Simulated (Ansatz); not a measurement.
Stepwise reaction of `F[SiH](F)S[SiH3]` with hydrogen chloride, as a gas-phase model of exchange steps in deposition or etching. ΔE in kJ/mol.

Isolated molecules relaxed with PBE0-D4/def2-TZVP in Ansatz; ΔE leaves out vibrations. CBS: MP2 limit from def2 TZ/QZ plus the TZ coupled-cluster correction, frozen cores. This one scheme is used for every species. Functionals use def2-TZVPP. B3LYP here is the variant with VWN-RPA as its local correlation; programs differ in this. Each species was taken in one conformer, which may not be the lowest.

```json
{"step": "1", "reaction": "`F[SiH](F)S[SiH3]` + HCl → `F[SiH](F)S[SiH2]Cl` + H₂", "PBE-D4": "-78.2", "B3LYP-D4": "-76.9", "ωB97M-V": "-77.5", "CCSD(T)/CBS": "-76.9"}
```

Problem. Give the row of step 2, `F[SiH](F)S[SiH2]Cl` + HCl → `F[Si](F)(Cl)S[SiH2]Cl` + H₂. (An estimate is asked.)

Solution. Ansatz gave: 
```json
{"step": "2", "reaction": "`F[SiH](F)S[SiH2]Cl` + HCl → `F[Si](F)(Cl)S[SiH2]Cl` + H₂", "PBE-D4": "-79.7", "B3LYP-D4": "-78.7", "ωB97M-V": "-79.6", "CCSD(T)/CBS": "-76.9"}
```

Problem. By hand: ΔE of the 2 steps together at CCSD(T)/CBS.

Solution. (-76.9) + (-76.9) = -153.8 kJ/mol, or -76.9 kJ/mol a step.

In ΔE the steps differ by no more than 0.0 kJ/mol. All are downhill at CCSD(T)/CBS. PBE-D4 differs from CCSD(T)/CBS by -2.8 to -1.3 kJ/mol a step. Isolated molecules leave out the surface, adducts and barriers. Largest T1 diagnostic: 0.012.
